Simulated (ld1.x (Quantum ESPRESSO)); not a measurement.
What one change does to a pseudopotential (erbium, PAW)

Er, PAW, made with ld1.x (Quantum ESPRESSO) 7.5 (PBEsol, scalar-relativistic). Core [Kr] 4d10 4f11, reference 5s2 5p6 5d1 6s1.75 6p0.25. Waves: 5s (bound): rcut 1.80, rcutus 2.10 bohr; 6s (bound): rcut 1.80, rcutus 2.10 bohr; 5p (bound): rcut 2.15, rcutus 2.35 bohr; 6p (bound): rcut 2.15, rcutus 2.35 bohr; 5d (bound): rcut 2.30, rcutus 3.15 bohr; 5d channel at 0.95 Ry: rcut 2.30, rcutus 3.15 bohr; 5f channel at 0.2 Ry: rcut 1.95, rcutus 2.40 bohr; 5f channel at 2.45 Ry: rcut 1.95, rcutus 2.40 bohr. Local part: all-electron potential smoothed inside 2.05 bohr (lloc = -2). Core correction: Bessel-smoothed model core inside 1.55 bohr. Augmentation charge: BESSEL, radius 1.35 bohr.

All-electron outer shells of the reference configuration (PBEsol, scalar-relativistic, ld1.x):

```csv
shell,level (eV),outermost node (bohr),outermost maximum (bohr)
4d,-172.85,0.25,0.51
5s,-56.41,0.60,1.10
5p,-30.14,0.65,1.26
4f,-9.88,–,0.51
6s,-4.65,1.49,3.18
5d,-2.39,0.73,1.88
6p,-1.49,1.81,4.34
```

Change: wave 5f channel at 2.45 Ry: rcut 1.95, rcutus 2.40 bohr becomes 5f channel at 0.02 Ry: rcut 1.95, rcutus 2.40 bohr.

Cutoffs: the cutoffs (Ry, on a coarse ladder) from which the occupation-weighted sum of valence levels, in a spherical-Bessel basis at the reference potential, stays within 10 and 1 mRy of its value at 400 Ry; they do not see the model core or the augmentation charge, which bear on the density cutoff. Errors are all-electron minus pseudo energies relative to the spin-unpolarised reference configuration.

Task: What does the change do?

Result: The potential gets neither clearly harder nor softer (18 Ry and 30 Ry → 18 Ry and 30 Ry); a bound ghost appears in f, which as a rule spoils a file; the errors of the 7 common tests hardly move.

```tsv
quantity	base	changed
cutoff, loose	18 Ry	18 Ry
cutoff, tight	30 Ry	30 Ry
bound ghosts	none	f
error for 5s2 5p6 5d1 6s2 6p0, meV [ΔE -0.79 eV]	+0.2	+0.2
error for 5s2 5p6 5d1 6s1 6p0, meV [ΔE 6.28 eV]	-2.3	-2.3
error for 5s2 5p6 5d1 6s0 6p0, meV [ΔE 18.99 eV]	-16	-16
error for 5s1 5p6 5d1 6s2 6p0, meV [ΔE 61.12 eV]	-374	-375
error for 5s2 5p6 5d2 6s1 6p0, meV [ΔE 1.68 eV]	-5.5	-5.5
error for 5s2 5p6 5d1 6s0 6p1, meV [ΔE 10.25 eV]	-4.4	-4.5
error for 5s2 5p6 5d1 6s0 6p2, meV [ΔE 5.77 eV]	-0.9	-0.9
s: phases at 3.40 bohr within 0.05 rad from the reference energy up to (Ry; the scan ends near 5)	n/a	n/a
p: phases at 3.40 bohr within 0.05 rad from the reference energy up to (Ry; the scan ends near 5)	3.4	3.4
d: phases at 3.40 bohr within 0.05 rad from the reference energy up to (Ry; the scan ends near 5)	1.3	1.3
f: phases at 3.40 bohr within 0.05 rad from the reference energy up to (Ry; the scan ends near 5)	n/a	n/a
lowest overlap eigenvalue by channel	s 0.08, p 0.10, d 0.07, f 1.00	s 0.08, p 0.10, d 0.07, f 0.97
```

 A true bound ghost makes a file unfit for plane-wave use even where its test errors are small: the radial tests pick states by their node count and pass the ghost by.
